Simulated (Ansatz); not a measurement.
Ansatz (a first-principles code) input:
A basis named .json is the Basis Set Exchange file of that set.

Ansatz 0.2 input:
```yaml
crystal:
  periodic: [false, false, false]
  atoms:
    - {symbol: Sn, position_ang: [-0.00000000, -0.00000000, -0.28454779]}
    - {symbol: O, position_ang: [0.00000000, 0.00000000, 1.77842369]}
basis:
  gaussian:
    orbitals: def2-TZVPPD.json
    fitting: {mean_field: def2-universal-jkfit, correlation: def2-TZVPPD-RIFIT.json}
total_charge: 1
magnetization: {spin_polarized: true, initial_magnetization: 1}
correlation: {method: mp2, electrons: outside_noble_gas}
```

Task: What final total energy does it print?

Result: -288.19279 Eh (RI-MP2/def2-TZVPPD). The basis has 96 functions.

This state (charge 1, doublet) is run at the relaxed geometry of the species with charge 0 and multiplicity 3.
